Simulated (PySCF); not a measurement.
A structure optimised at B3LYP-D3(BJ)/def2-SVP, used in a PySCF frequency run:

```xyz
10

C      2.4234    -0.2206    -1.7568
C      1.3396    -0.3120    -1.0313
C      0.2404    -0.3948    -0.3205
Cl     0.1811    -1.4081     1.1168
C     -1.0251     0.3336    -0.6425
Cl    -1.4075     1.6112     0.5842
H      2.6078    -0.8983    -2.5989
H      3.1883     0.5358    -1.5439
H     -1.8795    -0.3564    -0.6505
H     -0.9380     0.8297    -1.6167
```

Question: Write its SMILES and formula.

Answer: C=C=C(Cl)CCl, C4H4Cl2

Question: What are its rotational constants (standard atomic weights)?

Answer: 2.8262, 1.5188, 1.0726 GHz
